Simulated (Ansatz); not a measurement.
Relaxation of the cluster Ag₂Au₄⁺ with UKS PBE-D4/def2-SVP.

```sh
$ ansatz run in.yaml --threads 4 --pin off --events-out ev --progress --plain --max-ram 4787MiB
```

```yaml
crystal:
  periodic: [false, false, false]
  atoms:
    - {symbol: Au, position_ang: [1.240120, -0.907780, -0.378690]}
    - {symbol: Au, position_ang: [2.643610, 1.313080, -0.346060]}
    - {symbol: Au, position_ang: [0.170080, 1.549790, 0.161530]}
    - {symbol: Au, position_ang: [-2.278780, 1.849210, 0.678760]}
    - {symbol: Ag, position_ang: [-0.265010, -3.114670, -0.313460]}
    - {symbol: Ag, position_ang: [-1.510010, -0.689630, 0.197910]}
basis:
  gaussian: {orbitals: def2-SVP}
total_charge: 1
magnetization: {spin_polarized: true, initial_magnetization: 1}
hamiltonian: {xc: pbe, dispersion: d4}
scf: {lower_state_search: "off"}
output: {orbitals: {seedname: orbitals}}
relax: {f_tol: 0.02, max_steps: 100}
```

Hardware: 4 threads of Arm Neoverse V2 on a shared host. Wall time 24 s.

Positions (Å) and forces (eV/Å) at steps 1, 2, 3, 4 of 4:

```xyz
6
step=1 energy=-22774.5867 eV
Au    1.240   -0.908   -0.379    0.111   -0.324   -0.063
Au    2.644    1.313   -0.346    1.278    0.188   -0.226
Au    0.170    1.550    0.162   -0.176    0.104    0.050
Au   -2.279    1.849    0.679   -0.980    0.149    0.210
Ag   -0.265   -3.115   -0.313   -0.068   -0.108   -0.001
Ag   -1.510   -0.690    0.198   -0.165   -0.010    0.031
6
step=2 energy=-22774.6856 eV
Au    1.296   -0.935   -0.391    0.043    0.344    0.041
Au    2.831    1.324   -0.383   -0.473   -0.230    0.059
Au    0.161    1.555    0.165   -0.038   -0.156   -0.012
Au   -2.446    1.850    0.711    0.381   -0.196   -0.100
Ag   -0.290   -3.115   -0.310    0.002    0.027    0.001
Ag   -1.553   -0.679    0.208    0.085    0.211    0.010
6
step=3 energy=-22774.7202 eV
Au    1.283   -0.918   -0.384    0.046    0.057    0.002
Au    2.779    1.312   -0.376   -0.099   -0.055    0.010
Au    0.160    1.545    0.165    0.016    0.017   -0.001
Au   -2.402    1.838    0.701    0.048   -0.034   -0.014
Ag   -0.286   -3.106   -0.310   -0.010   -0.007    0.000
Ag   -1.534   -0.670    0.205   -0.001    0.022    0.003
6
step=4 energy=-22774.7213 eV
Au    1.287   -0.918   -0.379   -0.006    0.004    0.003
Au    2.768    1.307   -0.377   -0.002   -0.001    0.000
Au    0.161    1.552    0.165   -0.001   -0.008   -0.001
Au   -2.397    1.833    0.700   -0.002    0.002    0.000
Ag   -0.288   -3.106   -0.313   -0.001    0.002   -0.001
Ag   -1.531   -0.668    0.204    0.012    0.001   -0.002
```

In the def2 sets Ag, Au take a core potential; there is no spin–orbit coupling. The relaxation made no stability test and no search for a lower SCF solution. No other spin state of charge 1 was run. Another isomer (doublet) lies 0.30 eV lower at PBE0-D4/def2-TZVP; other spin states weren't run for this one.
